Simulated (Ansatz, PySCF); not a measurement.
This PySCF input computes a r2SCAN/def2-TZVPD energy:

```python
from pyscf import gto, scf, dft

mol = gto.M(
    atom='''
    Ga    0.00000000    0.00000000    0.00000000
    I    -0.00000000   -0.00000000   -2.38685411
    I     0.00000000    0.00000000    2.38685411
    ''',
    basis='def2-tzvpd',
    ecp='def2-tzvp',
    charge=1,
    spin=0,
    verbose=4,
)

mf = dft.RKS(mol, xc='r2scan').density_fit(auxbasis='def2-universal-jkfit')
mf.grids.level = 4
mf.conv_tol = 1e-9
mf.max_cycle = 100
mf.max_memory = 1500
mf.kernel()
if not mf.converged:
    mf = mf.newton()
    mf.kernel(mf.make_rdm1())
mf.analyze()
```

Q: Write an input for the same energy in Ansatz (a quantum-chemistry and plane-wave program) and say what it gives.

A: 
Ansatz 0.2 input:
```yaml
crystal:
  periodic: [false, false, false]
  atoms:
    - {symbol: Ga, position_ang: [0.00000000, 0.00000000, 0.00000000]}
    - {symbol: I, position_ang: [-0.00000000, -0.00000000, -2.38685411]}
    - {symbol: I, position_ang: [0.00000000, 0.00000000, 2.38685411]}
basis:
  gaussian:
    orbitals: def2-TZVPD
hamiltonian:
  xc: {name: r2SCAN}
total_charge: 1
output: {forces: true}
```
It gives -2520.30785 Eh, and PySCF -2520.30780 Eh, a difference of 0.05 mEh, from the treatment of integrals and grids.

It need not be the lowest isomer of its formula.
